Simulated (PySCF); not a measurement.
## Radial density of Mn(2+) (manganese, charge +2)

UHF, [Ar] 3d5, high-spin 6S determinant. All numbers are calculated (PySCF 2.14, the non-relativistic Hamiltonian (point nucleus), in cc-pVTZ).

| r (bohr) | 4πr²ρ (e/bohr) | 4πr²(ρα − ρβ) |
| --- | --- | --- |
| 0.00108 | 0.1474 | 0.0000 |
| 0.00182 | 0.4018 | 0.0000 |
| 0.00306 | 1.068 | 0.0000 |
| 0.00515 | 2.723 | 0.0000 |
| 0.00867 | 6.465 | -0.0001 |
| 0.0146 | 13.63 | -0.0002 |
| 0.0245 | 23.60 | -0.0003 |
| 0.0413 | 29.84 | 0.0004 |
| 0.0694 | 25.54 | 0.0054 |
| 0.117 | 24.58 | 0.0408 |
| 0.196 | 33.08 | 0.2841 |
| 0.330 | 18.93 | 1.4160 |
| 0.555 | 12.64 | 3.7208 |
| 0.934 | 12.99 | 4.1043 |
| 1.57 | 3.164 | 1.6723 |
| 2.64 | 0.2245 | 0.1983 |
| 4.45 | 0.002505 | 0.0025 |
